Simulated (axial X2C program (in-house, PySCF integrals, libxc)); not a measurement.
**Density and ELF of GeB⁺**

All values were computed with an in-house relativistic program for diatomic molecules. Spin-free means the one-electron spin-free X2C Hamiltonian. Basis: Ge dyall-cv3z [9s9p7d4f1g], B dyall-v3z [7s6p2d1f] (cores contracted in-house); Gaussian nuclei, density fitting, unrestricted open shells. Masses: Ge 73.921 u, B 11.009 u.

PBE0, spin-free, state M_S = 1, Λ = 1 (beyond evenly filled blocks: σα, π+α); Ge at z = 0, B at z = 2.187 Å.

The maps cover the half plane through the axis: z from -2.4 to 4.5 Å along the bond, ρ from 0.15 to 2.25 Å away from it (steps of 0.3 Å, the bottom row nearest the axis).

log10 of the density in e/bohr³:

digits 0 to 9 span -5.08 to 1.38 evenly
```
001122222222222222111000
011223333333333332221110
112233444443333333332210
122344444444444444433221
223445555555555555443321
233445566655555555544322
233455678766666666554332
234456789876666876554332
```

Electron localisation function (collinear form, no current term, damped to 0 at low density):

digits 0 to 9 span 0.00 to 1.00 evenly
```
000000000000000000000000
000012322110000011100000
000256654321122234431000
003678765433344567876200
026888754344566789998610
047897421125788689999840
168986246414895019999960
168984272723890966999971
```

Axial spin density in 10⁻³ e/bohr³:

digits 0 to 9 span -9.23 to 9.23 evenly, values beyond are clipped
```
555555555555555555555555
555555555555555555555555
555555555665555555555555
555556667776666666655555
555567788898877799865555
555578999999998999986555
555689964599999999997555
555689953989999999998655
```

One determinant describes the state; a PBE0 search over occupations chose it and may have missed a lower one. Other states lie close and PBE0, whose exact exchange favours high spin, may order them wrongly; the determinant shown need not be the ground state. The nearest other spin-free determinant of the search, M_S = 0, Λ = 1, lies 0.19 eV up at the distance of the search. The functionals have no current-density term, which raises determinants with orbital currents, atoms included.
